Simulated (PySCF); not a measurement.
**Ionisation energy of Fe by level of theory**

Fe [Ar] 3d6 4s2 (5D) → Fe⁺ [Ar] 3d6 4s1 (6D), as a difference of total energies. Computed with PySCF 2.14 in aug-cc-pVDZ, with the non-relativistic Hamiltonian (point nucleus). Correlated levels: valence: [Ar] frozen. The calculations carry no spin-orbit coupling.

| method | ionisation energy (eV) | difference from reference (eV) |
| --- | --- | --- |
| UHF | 6.369 | -1.535 |
| MP2 (valence) | 7.394 | -0.510 |
| SCS-MP2 (valence) | 7.566 | -0.338 |
| CCSD (valence) | 7.596 | -0.308 |
| CCSD(T) (valence) | 7.678 | -0.226 |

Reference: 7.904 eV (measured; NIST levels, between the centres of gravity of the two terms).

These non-relativistic numbers lack the scalar-relativistic shift.

Errors of the correlated levels include the incompleteness of this basis and the frozen core.
